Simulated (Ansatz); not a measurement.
Cost and result up the ladder for Ca8O8 (started as a model of: 1x4x4 CaO rock-salt block) (16 atoms). The state is a singlet with charge 0. Geometry: r2SCAN-D4/def2-SVP.

Cartesian coordinates in Å:
```
Ca 1.491 -1.590 -3.874
O -0.031 -2.189 -2.632
Ca -1.259 -3.152 -1.013
O -3.097 -3.125 -0.069
O 1.965 0.079 -2.776
Ca 0.249 -0.338 -1.330
O -0.710 -1.429 0.362
Ca -2.720 -1.611 1.314
Ca 2.838 1.575 -1.332
O 1.254 0.964 0.165
Ca 0.043 0.095 1.836
O -2.086 0.043 2.711
O 2.736 3.444 -0.449
Ca 1.319 3.022 1.020
O -0.070 2.261 2.629
Ca -1.923 1.950 3.437
```

Ansatz on 4 threads of Arm Neoverse V2 on a shared host. Times are rough, and most runs start from the orbitals of an earlier one. PBE0-D4/def2-SVP serves as the yardstick here, not as an exact answer. Differences are given only for rows in sets of like size (and for xTB, whose basis is part of the method), since another set adds its own error. Binding counts from free atoms at the same level (Ca singlet, O triplet; other spins of the atoms weren't run), without zero-point energy or a counterpoise term.

Correlated methods freeze 48 core orbitals; core or outer-core shells of Ca are correlated, in sets that lack core-valence functions.

Correlated methods converge slowly with the basis, most of all in double-zeta sets.

```csv
level,functions,wall time,binding energy per atom (eV),difference from PBE0-D4/def2-SVP (eV)
HF/STO-3G,144,4.4 s,-0.03,–
PBE-D4/def2-SVP,304,19 s,4.63,0.31
MP2/def2-SVP,304,41 s,4.10,-0.22
PBE0-D4/def2-SVP (with forces),304,43 s,4.33,0.00
r2SCAN-D4/def2-SVP (with forces),304,47 s,4.60,0.28
RPA@PBE/def2-SVP,304,49 s,3.47,-0.86
```
